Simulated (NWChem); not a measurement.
System: C$_{2}$HBCl$_{2}$; SMILES C#CB(Cl)Cl

The following NWChem deck was run.

```
start job
memory heap 200 mb stack 900 mb global 1100 mb
geometry units angstroms noautoz
  B      0.000547    -0.000020    -0.001314
  C      0.031447    -1.514583     0.001319
  C      0.054775    -2.731673     0.004305
  H      0.075336    -3.807552     0.007413
  Cl     1.490207     0.913895    -0.002596
  Cl    -1.526807     0.849820    -0.002624
end
basis spherical
  * library def2-svp
end
dft
  xc scan
  iterations 150
  mulliken
end
task dft energy
```

Geometry: optimised at PBE0/def2-SVP.

**Question.** What results follow from this input? (SCAN/def2-SVP.) Quantities: energy (Ha); highest occupied level (eV); orbital gap (eV); dipole (D).

**Answer.** 
```json
{
  "energy (Ha)": "-1021.74",
  "highest occupied level (eV)": "-7.49",
  "orbital gap (eV)": "4.61",
  "dipole (D)": "1.63"
}
```
